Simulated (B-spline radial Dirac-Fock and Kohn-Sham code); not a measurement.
**Radiative decay of the L2 hole in Tl⁶⁺**

System: Tl⁶⁺, 1s2 2s2 2p6 3s2 3p6 3d10 4s2 4p6 4d10 4f14 5s2 5p6 5d7.

These are calculated numbers from a radial B-spline solver; the model is one-electron (LDA, Dirac) transition rates at Dirac-Fock energies.

| line | multipole | energy (eV) | width (meV) | share (%) |
| --- | --- | --- | --- | --- |
| L2-M1 | E1 | 10986.9 | 46.3 | 2.09 |
| L2-M3 | E2 | 11737.7 | 1.85 | 0.0838 |
| L2-M4 | E1 | – | 1760 | 79.5 |
| L2-N1 | E1 | 13846.0 | 12.0 | 0.541 |
| L2-N4 | E1 | – | 353 | 16.0 |
| L2-O1 | E1 | 14563.3 | 2.65 | 0.120 |
| L2-N6 | E2 | 14578.7 | 1.45 | 0.0656 |
| L2-O4 | E1 | 14693.5 | 35.9 | 1.62 |

The listed lines hold 100.0 % of the radiative rate. A dash stands for an energy that rests on an unreliable hole state. The radiative width is 2.21 eV in the length form and 2.26 eV in the velocity form; the two differ because the transition energies are not eigenvalue differences of the potential that gave the orbitals.
